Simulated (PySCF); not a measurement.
## How good is the calculation?

Numbering as in the mapped SMILES `[O:1]=[C:2]([c:3]1[cH:4][cH:5][cH:6][cH:7][cH:8]1)[CH:9]1[CH2:10][CH2:11]1`. Hydrogens are named by the atom that carries them. Ha(C10), Ha(C11) are cis to C2 on the ring; Hb(C10), Hb(C11) are trans to C2 on the ring.

- NMR shieldings at PBE0/pcSseg-1/GIAO
- geometry: PBE0-D3(BJ)/def2-SVP
- program: PySCF 2.14.0 with density-fitted response routines
- relativity neglected, single conformer, averaged over atoms made equivalent by symmetry, fast rotation or ring inversion, isolated molecule

Reference values: measured (solution, not stated per compound (mostly CDCl3 or CCl4); Pretsch, Buehlmann, Badertscher, Structure Determination of Organic Compounds, 4th ed. (2009)).
```csv
atoms,quantity,reference,computed,"computed, scaled"
C9,δ $^{13}$C,17.1,16.2,15.0
C10/C11,δ $^{13}$C,11.5,14.6,13.5
```

Computed shifts are σ(ref) − σ with the named reference compound (TMS for H and C) calculated as an isolated molecule at the same level. The measured values may be among those fitted. Scaled to experiment by linear calibration (H and C: mostly CDCl3 data, vs TMS): $^{13}$C (scatter 1.9 ppm rms, 2.2 ppm with the 22 outliers that the fit left out). A few per cent of atoms miss by over 2 rms, more outside the fitted compound classes.

Task: How far are the unscaled $^{13}$C shifts from the references?

Result: Mean signed difference +1.10 ppm, mean absolute 2.00 ppm over 2 comparisons; the largest is +3.1 ppm at C10/C11 (three-membered-ring carbon).

2 of the 4 published NMR values on file for this molecule are compared.
